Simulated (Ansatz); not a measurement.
Basis sets compared for (HBe-mu-NH2)2 (Be2N2H6). Total charge 0; singlet. Geometry PBE0-D4/def2-TZVP. Ansatz on 4 threads of Intel Xeon on a shared host; times are rough, and most runs start from earlier orbitals.

```csv
atom,x (Å),y (Å),z (Å)
Be1,0.984,0.385,-0.379
H2,2.202,0.972,-0.500
N3,0.488,-1.118,0.205
Be4,-0.860,-0.225,0.685
H5,-1.696,-0.316,1.750
N6,-0.591,0.984,-0.460
H7,1.043,-1.642,0.867
H8,0.266,-1.762,-0.548
H9,-0.802,1.954,-0.271
H10,-1.033,0.768,-1.349
```

Binding counts from free atoms (Be singlet, H doublet, N quartet) in the same basis, without a counterpoise term.

```json
{"level": "PBE-D4/def2-SVP", "functions": "76", "energy (Eh)": "-142.3903", "HOMO (eV)": "-5.88", "LUMO (eV)": "-1.20", "binding per atom (eV)": "3.38", "wall time": "1.2 s"}
{"level": "PBE-D4/def2-TZVP", "functions": "136", "energy (Eh)": "-142.5585", "HOMO (eV)": "-5.91", "LUMO (eV)": "-1.15", "binding per atom (eV)": "3.37", "wall time": "1.7 s"}
{"level": "r2SCAN-D4/def2-TZVP (with forces)", "functions": "136", "energy (Eh)": "-142.6820", "HOMO (eV)": "-6.19", "LUMO (eV)": "-0.68", "binding per atom (eV)": "3.33", "wall time": "3.6 s"}
{"level": "PBE0-D4/def2-SVP", "functions": "76", "energy (Eh)": "-142.4181", "HOMO (eV)": "-7.20", "LUMO (eV)": "-0.34", "binding per atom (eV)": "3.32", "wall time": "1.1 s"}
{"level": "PBE0-D4/def2-TZVP", "functions": "136", "energy (Eh)": "-142.5847", "HOMO (eV)": "-7.21", "LUMO (eV)": "-0.30", "binding per atom (eV)": "3.32", "wall time": "2.3 s"}
```

Task: Estimate the rows for PBE-D4/def2-TZVPD, r2SCAN-D4/def2-TZVPD, PBE0-D4/def2-TZVPD.

Result: 
```tsv
level	functions	energy (Eh)	HOMO (eV)	LUMO (eV)	binding per atom (eV)	wall time
PBE-D4/def2-TZVPD	172	-142.5617	-5.94	-1.22	3.38	2.4 s
r2SCAN-D4/def2-TZVPD	172	-142.6843	-6.21	-0.72	3.34	4 s
PBE0-D4/def2-TZVPD	172	-142.5874	-7.23	-0.48	3.33	3 s
```
